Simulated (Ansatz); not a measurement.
`OB1CC1` and `OB1CC1Cl` differ in one atom or group.

Ansatz, PBE0-D4/def2-TZVP geometries, multiplicity 1. Each molecule was computed in one conformer, which needn't be the lowest.

| property | `OB1CC1` |
| --- | --- |
| HOMO–LUMO gap (ωB97M-V/def2-TZVPP) / eV | 11.30 |
| LUMO energy (PBE0/def2-TZVPP) / eV | 0.17 |
| ideal-gas entropy at 298 K and 1 bar (rigid rotor, harmonic PBE0-D4/def2-TZVP) / J/(mol·K) | 280 |
| LUMO energy (ωB97M-V/def2-TZVPP) / eV | 1.96 |
| LUMO energy (PBE/def2-TZVPP) / eV | -0.87 |
| zero-point energy (PBE0-D4/def2-TZVP) / kJ/mol | 186.6 |

Task: What does the change do to each property? (Best estimate.)

Result: The calculation gave: 
```
                                                                                  property  `OB1CC1Cl`  shift
                                                   HOMO–LUMO gap (ωB97M-V/def2-TZVPP) / eV       10.72  -0.58
                                                        LUMO energy (PBE0/def2-TZVPP) / eV       -0.74  -0.91
ideal-gas entropy at 298 K and 1 bar (rigid rotor, harmonic PBE0-D4/def2-TZVP) / J/(mol·K)         315     35
                                                     LUMO energy (ωB97M-V/def2-TZVPP) / eV        1.37  -0.59
                                                         LUMO energy (PBE/def2-TZVPP) / eV       -1.75  -0.88
                                            zero-point energy (PBE0-D4/def2-TZVP) / kJ/mol       164.0  -22.6
```

With PBE0 the HOMO falls by 0.06 eV and the LUMO falls by 0.91 eV, so the gap narrows by about 0.85 eV. PBE moves the HOMO by -0.07 eV and ωB97M-V by -0.01 eV.
